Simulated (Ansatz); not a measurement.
Consider the formal exchange of groups at the Se–C bond: `C=C=C[SeH]` + `C=[N][AlH2]` → `[AlH2]/[N]=C\[SeH]` + `C=C=C`.

Calculated with Ansatz (gas phase, PBE0-D4/def2-TZVP geometries, no zero-point term in ΔE). CBS: MP2 limit from def2 TZ/QZ plus the TZ coupled-cluster correction, frozen cores. This one scheme is used for every species. Functionals use def2-TZVPP. For Se outer-core shells are correlated without core-valence functions, which leaves a few kJ/mol of doubt a bond. Scalar relativity is left out up to krypton. One conformer a species, not always the lowest.

```json
{"level": "BLYP-D4", "ΔE (kJ/mol)": "-45.7", "difference from CCSD(T)/CBS": "-8.6"}
{"level": "r2SCANh-D4", "ΔE (kJ/mol)": "-46.0", "difference from CCSD(T)/CBS": "-8.9"}
{"level": "r2SCAN0-D4", "ΔE (kJ/mol)": "-43.5", "difference from CCSD(T)/CBS": "-6.4"}
{"level": "BHLYP-D4", "ΔE (kJ/mol)": "-38.4", "difference from CCSD(T)/CBS": "-1.3"}
{"level": "PBE-QIDH", "ΔE (kJ/mol)": "-38.5", "difference from CCSD(T)/CBS": "-1.4"}
{"level": "PBE", "ΔE (kJ/mol)": "-45.7", "difference from CCSD(T)/CBS": "-8.6"}
{"level": "revPBE", "ΔE (kJ/mol)": "-44.8", "difference from CCSD(T)/CBS": "-7.7"}
{"level": "BLYP", "ΔE (kJ/mol)": "-45.1", "difference from CCSD(T)/CBS": "-8.0"}
{"level": "PBE0", "ΔE (kJ/mol)": "-41.6", "difference from CCSD(T)/CBS": "-4.5"}
{"level": "r2SCAN0", "ΔE (kJ/mol)": "-43.5", "difference from CCSD(T)/CBS": "-6.4"}
{"level": "CAM-B3LYP", "ΔE (kJ/mol)": "-39.0", "difference from CCSD(T)/CBS": "-1.9"}
{"level": "HF/def2-TZVPP", "ΔE (kJ/mol)": "-32.2", "difference from CCSD(T)/CBS": "4.9"}
{"level": "MP2/def2-TZVPP", "ΔE (kJ/mol)": "-37.0", "difference from CCSD(T)/CBS": "0.1"}
{"level": "CCSD(T)/def2-TZVPP", "ΔE (kJ/mol)": "-35.3", "difference from CCSD(T)/CBS": "1.8"}
{"level": "HF/def2-QZVPP", "ΔE (kJ/mol)": "-31.8", "difference from CCSD(T)/CBS": "5.3"}
{"level": "SCS-MP2/def2-QZVPP", "ΔE (kJ/mol)": "-34.6", "difference from CCSD(T)/CBS": "2.5"}
{"level": "CCSD(T)/CBS", "ΔE (kJ/mol)": "-37.1", "difference from CCSD(T)/CBS": "0"}
```

Largest T1 diagnostic among the species: 0.015.

From PBE to PBE0 (25 % exact exchange), in def2-TZVPP and without D4, ΔE moves by +4.1 kJ/mol. Leaving LDA and LC-ωPBE aside and taking each functional with its dispersion term where it has one, the values, not all of them listed here, spread over 11.4 kJ/mol, from r2SCAN-D4 to ωB97X-V. In def2-TZVPP, CCSD(T) changes the Hartree–Fock value by −3.1 kJ/mol (the triples alone add −1.6 kJ/mol) and MP2 by −4.8 kJ/mol.
